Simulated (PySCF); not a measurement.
Geometry:
```json
{"atom": "Mg1", "x (Å)": "-1.074", "y (Å)": "0.112", "z (Å)": "1.304"}
{"atom": "H2", "x (Å)": "-2.139", "y (Å)": "0.224", "z (Å)": "2.610"}
{"atom": "Cl3", "x (Å)": "0.608", "y (Å)": "-1.460", "z (Å)": "0.625"}
{"atom": "Mg4", "x (Å)": "1.073", "y (Å)": "-0.114", "z (Å)": "-1.304"}
{"atom": "H5", "x (Å)": "2.143", "y (Å)": "-0.217", "z (Å)": "-2.607"}
{"atom": "Cl6", "x (Å)": "-0.611", "y (Å)": "1.455", "z (Å)": "-0.628"}
```

Geometry: PBE0-D3(BJ)/def2-SVP; GIAO absolute shieldings from PySCF 2.14, gas phase, non-relativistic, averaged over equivalent atoms.

At PBE0/pcSseg-1 (90 basis functions, 9.8 s wall time on 1 thread of an x86-64 server CPU, shared host):
```
  atoms  σ (ppm)
Mg1/Mg4    498.6
  H2/H5    26.76
Cl3/Cl6    978.7
```

Estimate the result of repeating the calculation with KT2/pcSseg-1.

Answers


| atoms | σ at KT2/pcSseg-1 | change |
| --- | --- | --- |
| Mg1/Mg4 | 495.2 | -3.4 |
| H2/H5 | 26.55 | -0.21 |
| Cl3/Cl6 | 945.8 | -32.9 |

The largest change is at Cl3/Cl6 (chlorine bonded to 2 Mg). Cost: 90 basis functions, 10 s wall time on 1 thread of an x86-64 server CPU, shared host.
